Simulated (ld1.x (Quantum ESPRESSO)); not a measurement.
# antimony (Sb) TM: all-electron and pseudo phase curves

| Property | Result |
| --- | --- |
| Element | antimony (Sb) |
| Generator | ld1.x (Quantum ESPRESSO) 7.5 |
| Type | norm-conserving Troullier–Martins (Kleinman–Bylander form) |
| Functional | PBE |
| Relativity | fully relativistic |
| Frozen core | [Kr] |
| Valence charge | 15 |
| Reference configuration | 4d10 5s2 5p3 |
| Partial waves | 5p (bound): rc 1.80 bohr; 4d (bound): rc 1.70 bohr; 5s (bound): rc 1.75 bohr |
| Local potential | the s channel |
| Core correction | none |

Open shells are filled in proportion to 2j + 1 (rel_dist='average').

The phase is arctan(r·u′/u) with u = r·R(r), unwrapped; energies in Ry, scanned from -4 to 5 Ry. A pole is an energy at which the radial function vanishes at the test radius. The pseudo phase is shifted by a multiple of π to meet the all-electron one at the reference energy, and phase errors are pseudo minus all-electron; the curves can meet again beyond the range given. Levels narrower than the energy grid can be missing from the lists of poles.

Question: For each channel, where are the poles, and over which energies does the pseudopotential scatter like the atom?

Answer:

```csv
channel,radius (bohr),reference energy (Ry),"poles, all-electron","poles, pseudo",unbroken range about the reference energy with phases within 0.05 rad,phase error 1 Ry above the reference energy (rad)
s,1.94,-0.94,3.75,3.13,below 4.0,-0.009
p1/2,1.94,-0.39,none,5.00,the whole range,-0.016
p3/2,1.94,-0.34,none,none,the whole range,-0.028
d3/2,1.94,-2.52,-2.14,-2.13,below 0.2,+0.015
d5/2,1.94,-2.42,-2.03,-2.02,below 0.3,+0.014
```

Phases in the d5/2 channel:

```csv
E (Ry),all-electron,pseudo
-4.00,1.234,1.245
-3.76,1.202,1.215
-3.52,1.154,1.169
-3.28,1.074,1.093
-3.04,0.906,0.932
-2.80,0.396,0.436
-2.56,-0.845,-0.839
-2.32,-1.376,-1.375
-2.08,-1.550,-1.545
-1.84,-1.635,-1.626
-1.60,-1.687,-1.675
-1.36,-1.724,-1.709
-1.12,-1.754,-1.736
-0.88,-1.780,-1.758
-0.64,-1.804,-1.777
-0.40,-1.827,-1.796
-0.16,-1.850,-1.813
0.08,-1.874,-1.830
0.32,-1.900,-1.848
0.56,-1.928,-1.866
0.80,-1.960,-1.885
1.04,-1.997,-1.906
1.28,-2.040,-1.929
1.52,-2.091,-1.954
1.76,-2.155,-1.982
2.00,-2.235,-2.013
2.24,-2.337,-2.050
2.48,-2.471,-2.092
2.72,-2.647,-2.142
2.96,-2.871,-2.201
3.20,-3.139,-2.273
3.44,-3.419,-2.361
3.68,-3.673,-2.469
3.92,-3.879,-2.603
4.16,-4.038,-2.767
4.40,-4.158,-2.959
4.64,-4.250,-3.172
4.88,-4.323,-3.388
```
